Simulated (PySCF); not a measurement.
Heteronuclear NMR

Molfile (atoms numbered from 1):
```
C2H7B3F3N3
     RDKit          3D

 18 18  0  0  0  0  0  0  0  0999 V2000
    2.1623   -1.4825   -0.7956 F   0  0  0  0  0  0  0  0  0  0  0  0
    2.4421   -0.2757   -0.2974 C   0  0  0  0  0  0  0  0  0  0  0  0
    3.7055   -0.2957    0.1362 F   0  0  0  0  0  0  0  0  0  0  0  0
    2.3719    0.5969   -1.3065 F   0  0  0  0  0  0  0  0  0  0  0  0
    1.5067    0.0964    0.8348 C   0  0  0  0  0  0  0  0  0  0  0  0
    0.1261    0.1026    0.4237 N   0  0  0  0  0  0  0  0  0  0  0  0
   -0.6450   -1.1063    0.5069 B   0  0  0  0  0  0  0  0  0  0  0  0
   -1.9799   -1.0942    0.0173 N   0  0  0  0  0  0  0  0  0  0  0  0
   -2.5828    0.0645   -0.5552 B   0  0  0  0  0  0  0  0  0  0  0  0
   -1.7846    1.2451   -0.6104 N   0  0  0  0  0  0  0  0  0  0  0  0
   -0.4459    1.2967   -0.1324 B   0  0  0  0  0  0  0  0  0  0  0  0
    1.6807   -0.6312    1.6411 H   0  0  0  0  0  0  0  0  0  0  0  0
    1.8226    1.0859    1.1964 H   0  0  0  0  0  0  0  0  0  0  0  0
   -0.1668   -2.0988    1.0029 H   0  0  0  0  0  0  0  0  0  0  0  0
   -2.5222   -1.9456    0.0807 H   0  0  0  0  0  0  0  0  0  0  0  0
   -3.7187    0.0479   -0.9669 H   0  0  0  0  0  0  0  0  0  0  0  0
   -2.1876    2.0878   -0.9980 H   0  0  0  0  0  0  0  0  0  0  0  0
    0.1953    2.3199   -0.1681 H   0  0  0  0  0  0  0  0  0  0  0  0
  1  2  1  0
  2  3  1  0
  2  4  1  0
  2  5  1  0
  5  6  1  0
  6  7  1  0
  7  8  1  0
  8  9  1  0
  9 10  1  0
 10 11  1  0
 11  6  1  0
  5 12  1  0
  5 13  1  0
  7 14  1  0
  8 15  1  0
  9 16  1  0
 10 17  1  0
 11 18  1  0
M  END
```

Calculated, not measured (PySCF): B3LYP/pcJ-1 coupling constants (spin–dipole term only in couplings to heteroatoms), PBE0-D3(BJ)/def2-SVP geometry, σ from GIAO-PBE0/pcSseg-1. No solvent, fast rotation and ring inversion assumed for equivalent nuclei, non-relativistic, single conformer.

Problem. Predict the 19F NMR data.

Solution. 
| atoms | environment | σ (ppm) | δ (ppm) |
| --- | --- | --- | --- |
| F1/F3/F4 | fluorine of a CF3 group | 267.7 | -76.6 |

Shieldings were converted by a linear fit to measured shifts: 19F (scatter 6.9 ppm rms, 7.7 ppm with the 5 outliers that the fit left out vs CFCl3, solution or neat liquid, with a term for F on sp3 carbon). Occasional misses reach two or three times the rms, and more in compound classes unlike the fitted ones. Couplings are scaled by factors fitted to measured values: 2J(H,H) × 0.91 (rms 0.6 Hz), 1J(C,F) × 0.77 (rms 7.3 Hz), 2J(C,F) × 1.09 (rms 1.9 Hz, 5.0 with 1 outliers); all others are unscaled and can be 10–30 % off.

Couplings (the largest are listed; each averaged over equivalent pairs): 1J(F1,C2) = -265.2 Hz, 2J(F1,F3) = 62.4 Hz, 2J(F1,C5) = 36.7 Hz, 3J(F1,H12) = 8.5 Hz.

On a 300 MHz spectrometer 19F resonates near 282.3 MHz, so 1 ppm is 282.3 Hz.

Problem. Where does 15N resonate?

Solution. 
```json
{"atoms": "N8/N10", "environment": "nitrogen bonded to 2 B, H, in a 6-membered ring", "σ (ppm)": "120.1", "δ (ppm)": "-260.4"}
{"atoms": "N6", "environment": "nitrogen bonded to C, 2 B, in a 6-membered ring", "σ (ppm)": "122.2", "δ (ppm)": "-262.3"}
```

Shieldings were converted by a linear fit to measured shifts: 15N (scatter 7.2 ppm rms vs CH3NO2, solution or neat liquid). Occasional misses reach two or three times the rms, and more in compound classes unlike the fitted ones. Couplings are scaled by factors fitted to measured values: 2J(H,H) × 0.91 (rms 0.6 Hz), 1J(C,F) × 0.77 (rms 7.3 Hz), 2J(C,F) × 1.09 (rms 1.9 Hz, 5.0 with 1 outliers); all others are unscaled and can be 10–30 % off.

Couplings (the largest are listed; each averaged over equivalent pairs): 1J(B7,N8) = -26.3 Hz, 1J(N6,B7) = -26.0 Hz, 1J(N8,B9) = -25.6 Hz, 2J(N8,H16) = -4.7 Hz, 2J(N8,H14) = -4.4 Hz, 2J(N6,H14) = -3.7 Hz, 3J(N6,B9) = -2.5 Hz, 3J(B7,N10) = -2.2 Hz. Signs are for 15N, whose magnetogyric ratio is negative.

On a 600 MHz spectrometer 15N resonates near 60.8 MHz, so 1 ppm is 60.8 Hz.
